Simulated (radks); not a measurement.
Results of a calculation; reference values are marked as such.
Task: The platinum anion Pt2-, [Hg], held by a Watson sphere: a shell of charge +1.27 at radius R that stands for the Madelung well of a crystal (potential energy -1.27/R inside, -1.27/r outside, in hartree with lengths in bohr). Code: a radial shooting solver on a logarithmic mesh with Libxc functionals. Model: scalar-relativistic Kohn-Sham, r2SCAN, spin-polarised, spherical densities, finite nucleus; meta-GGA in the generalised Kohn-Sham scheme; Fermi nuclear charge, rms radius of each element as measured or else 0.836 A^(1/3) + 0.57 fm.

| R (bohr) | e(5p) (eV) | e(6s) (eV) | e(5d) (eV) | <r> 5d (bohr) | sum of <r^2> (bohr^2) | X-ray form factor at sin(theta)/lambda = 0.1 1/angstrom |
|---|---|---|---|---|---|---|
| 2.72 | -51.110 | -1.959 | -0.740 | 1.832 | 84.69 | 74.916 |
| 3.15 | -50.865 | -1.760 | -0.369 | 1.863 | 88.49 | 74.796 |

Estimate the row for R = 2.96 bohr.

Result: e(5p) (eV) -50.968; e(6s) (eV) -1.859; e(5d) (eV) -0.525; <r> 5d (bohr) 1.850; sum of <r^2> (bohr^2) 86.80; X-ray form factor at sin(theta)/lambda = 0.1 1/angstrom 74.847.
